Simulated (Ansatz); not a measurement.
Basis-set extrapolation for `[CH3][Al]([F])[SH]` (PBE0-D4/def2-TZVP geometry, frozen core, Ansatz). Multiplicity 1, RHF reference.

|  | def2-TZVPP | def2-QZVPP |
| --- | --- | --- |
| HF | -779.307162 | -779.332446 |
| MP2 correlation | -0.682410 | -0.740520 |
| CCSD(T) correlation | -0.744385 | -0.799657 |

Energies in hartree. Use E(X) = E(∞) + A·exp(−7.88·√X) for Hartree–Fock and E(X) = E(∞) + B·X^(−2.97) for correlation, with X = 3 and 4.

**Question.** What is the CCSD(T) energy at the basis-set limit?

**Answer.** HF limit: -779.332446 + (-0.025284) × 0.13774 = -779.33593. Correlation limit: -0.799657 + (-0.055272) × 0.74074 = -0.84060. Total: -780.17653 hartree, 78.4 kcal/mol below CCSD(T)/def2-TZVPP.
